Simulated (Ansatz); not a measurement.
Two members of one family (Series GeH2MeX), computed with Ansatz in the gas phase; def2 core potentials for I, no spin–orbit coupling. Binding counts from free atoms in the multiplicity of their measured ground term, without zero-point energy. The structures are stationary points that may keep the symmetry of their start.

First: GeH2MeBr (singlet, charge 0, PBE0-D4/def2-SVP geometry).

Cartesian coordinates in Å:
```
Ge -0.2079 -0.7636 0.3905
H 0.2793 -0.9269 1.8395
H 0.0835 -2.0328 -0.4262
C 0.4898 0.8398 -0.4518
H 1.5894 0.7980 -0.4845
H 0.1817 1.7274 0.1183
H 0.1041 0.9244 -1.4779
Br -2.5199 -0.5662 0.4923
```

| level | HOMO (eV) | LUMO (eV) | gap (eV) | binding per atom (eV) |
| --- | --- | --- | --- | --- |
| PBE-D4/def2-SVP | -6.60 | -0.92 | 5.68 | 3.25 |
| B3LYP-D4/def2-TZVP | -7.80 | -0.54 | 7.26 | 3.22 |
| PBE0-D4/def2-SVP | -7.92 | -0.03 | 7.89 | 3.24 |
| PBE0-D4/def2-TZVP | -8.06 | -0.26 | 7.80 | 3.23 |
| LC-ωPBE/def2-TZVP | -10.76 | 1.95 | 12.71 | 3.20 |

Second: GeH2MeI (singlet, charge 0, PBE0-D4/def2-SVP geometry).

Cartesian coordinates in Å:
```
Ge -0.5091 -0.2315 -0.6756
H -1.3889 -1.4765 -0.4712
H 0.1679 -0.2727 -2.0557
C 0.7661 0.0202 0.7687
H 1.4478 -0.8433 0.8169
H 0.2362 0.1138 1.7266
H 1.3541 0.9325 0.5952
I -2.0741 1.7574 -0.7049
```

Q: What does the change do? Estimate second minus first.

A: 
| level | Δ HOMO (eV) | Δ LUMO (eV) | Δ gap (eV) | Δ binding per atom (eV) |
| --- | --- | --- | --- | --- |
| PBE-D4/def2-SVP | 0.45 | -0.53 | -0.98 | -0.07 |
| B3LYP-D4/def2-TZVP | 0.63 | -0.49 | -1.12 | -0.07 |
| PBE0-D4/def2-SVP | 0.60 | -0.59 | -1.19 | -0.07 |
| PBE0-D4/def2-TZVP | 0.65 | -0.50 | -1.15 | -0.07 |
| LC-ωPBE/def2-TZVP | 0.76 | -0.60 | -1.36 | -0.08 |
